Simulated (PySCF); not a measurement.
Ca (calcium, neutral) across methods

[Ar] 4s2, closed-shell 1S. All numbers are calculated (PySCF 2.14, scalar relativity by spin-free X2C-1e, in aug-cc-pVQZ-X2C (8s7p5d3f2g, 93 functions)). The B2PLYP total includes its PT2 part (frozen core); its orbital energies are those of the SCF part.

| method | E (hartree) | mean ε 3s (eV) | mean ε 3p (eV) | mean ε 4s (eV) | Σ⟨r²⟩ (bohr²) | ⟨S²⟩ |
| --- | --- | --- | --- | --- | --- | --- |
| LDA | -678.590 | -46.993 | -28.116 | -3.866 | 52.03 | 0.000 |
| wB97X-V | -680.368 | -53.667 | -33.088 | -5.851 | 53.19 | 0.000 |
| PBE | -680.239 | -47.246 | -28.139 | -3.766 | 52.77 | 0.000 |
| UHF | -679.63681 | -61.544 | -36.433 | -5.341 | 56.21 | 0.000 |
| r2SCAN | -680.410 | -49.029 | -29.042 | -3.830 | 53.69 | 0.000 |
| wB97X | -680.467 | -53.590 | -33.081 | -5.924 | 52.64 | 0.000 |
| PBE0 | -680.281 | -51.108 | -30.479 | -4.332 | 53.07 | 0.000 |
| B2PLYP | -680.254 | -54.906 | -32.627 | -4.683 | 53.85 | 0.000 |

Estimate the same row for M06-2X.

E (hartree) = -680.483; mean ε 3s (eV) = -53.926; mean ε 3p (eV) = -32.398; mean ε 4s (eV) = -4.968; Σ⟨r²⟩ (bohr²) = 52.20; ⟨S²⟩ = 0.000.
